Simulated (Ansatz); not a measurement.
The cluster W2S4. Charge 0, multiplicity 3. Geometry PBE-D4/def2-SVPD, that of the charge -1 doublet.

```xyz
6

W    -0.823    0.529    0.721
W     0.627    0.005   -1.043
S    -0.676   -0.734    2.516
S    -1.709   -0.357   -1.300
S     1.981   -1.698   -0.720
S     0.599    2.255   -0.174
```

In the def2 sets W takes a core potential; there is no spin–orbit coupling. The structure comes from a short search, and lower isomers may exist.

(1) Estimate the α-spin orbital energies around the gap (eV) in Ansatz with PBE-D4/def2-TZVPD, r2SCAN-D4/def2-TZVPD, PBE0-D4/def2-TZVPD.

Results:

(1) 
```csv
orbital,PBE-D4/def2-TZVPD,r2SCAN-D4/def2-TZVPD,PBE0-D4/def2-TZVPD
HOMO−5,-7.28,-7.57,-8.49
HOMO−4,-7.17,-7.46,-8.35
HOMO−3,-7.06,-7.31,-8.14
HOMO−2,-6.64,-6.89,-7.68
HOMO−1,-5.86,-6.13,-6.87
HOMO,-5.65,-5.90,-6.61
LUMO,-4.54,-4.57,-3.96
LUMO+1,-4.17,-4.31,-3.65
LUMO+2,-3.56,-3.51,-2.87
LUMO+3,-3.47,-3.40,-2.84
LUMO+4,-3.25,-3.19,-2.55
LUMO+5,-2.61,-2.50,-1.89
β HOMO,-6.52,-6.75,-7.51
β LUMO,-5.30,-5.22,-4.68
```
